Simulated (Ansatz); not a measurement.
Harmonic frequencies (cm⁻¹) at PBE0-D4/def2-TZVP from Ansatz: 129, 154, 156, 167, 184, 224, 384, 593, 628, 662, 703, 715, 791, 857, 881, 908, 1272, 1279, 1441, 1443, 1449, 1456, 2204, 2443, 3047, 3051, 3130, 3134, 3143, 3144.

Each molecule was computed in one conformer, which needn't be the lowest.

Which molecule is it?
A. `CC([SiH3])[SeH]`
B. `C[SiH](C)[SeH]`
C. `C[Se]C[SiH3]`
D. `C[SiH2][Se]C`

B.
